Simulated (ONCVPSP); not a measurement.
Cutoff test, molybdenum (Mo), ONCV

- Element: Mo (Z = 42)
- Generator: ONCVPSP 4.0.1
- Type: optimised norm-conserving Vanderbilt (ONCV)
- Functional: PBE
- Relativity: fully relativistic
- Frozen core: [Ar] 3d10
- Valence charge: 14
- Reference configuration: 4s2 4p6 4d5 5s1
- Partial waves: 4s+5s: rc 1.75 bohr, ncon 5, nbas 8, qcut 6.8 1/bohr, 2 projectors; 4p: rc 1.90 bohr, ncon 4, nbas 7, qcut 7.4 1/bohr, 1 projector; 4d: rc 1.75 bohr, ncon 3, nbas 7, qcut 7.8 1/bohr, local
- Local potential: the d channel
- Core correction: Teter function, fcfact 2.25, rcfact 1.35

Open shells are filled in proportion to 2j + 1.

Q: For each optimised wave give the share of its norm inside rc, the residual kinetic energy above qcut (Ha) and the cutoffs (Ha) for errors of 10, 1, 0.1 and 0.01 mHa per electron.

A:

| wave | norm inside rc | residual KE | 10 mHa | 1 mHa | 0.1 mHa | 0.01 mHa |
| --- | --- | --- | --- | --- | --- | --- |
| 4s | 0.938 | 1.4e-04 | 15.5 | 19.7 | 27.0 | 54.6 |
| 5s | 0.047 | 4.4e-05 | 11.1 | 17.3 | 21.6 | 35.3 |
| 4p j=3/2 | 0.912 | 1.1e-07 | 9.3 | 11.9 | 14.0 | 18.3 |
| 4p j=1/2 | 0.924 | 7.7e-08 | 10.0 | 12.9 | 15.3 | 17.1 |
| 4d j=5/2 | 0.484 | 3.7e-07 | 14.2 | 19.1 | 23.1 | 26.3 |
| 4d j=3/2 | 0.495 | 4.2e-07 | 14.4 | 19.3 | 23.3 | 26.5 |

The occupied waves need 20 Ha and 27 Ha for 1 and 0.1 mHa.
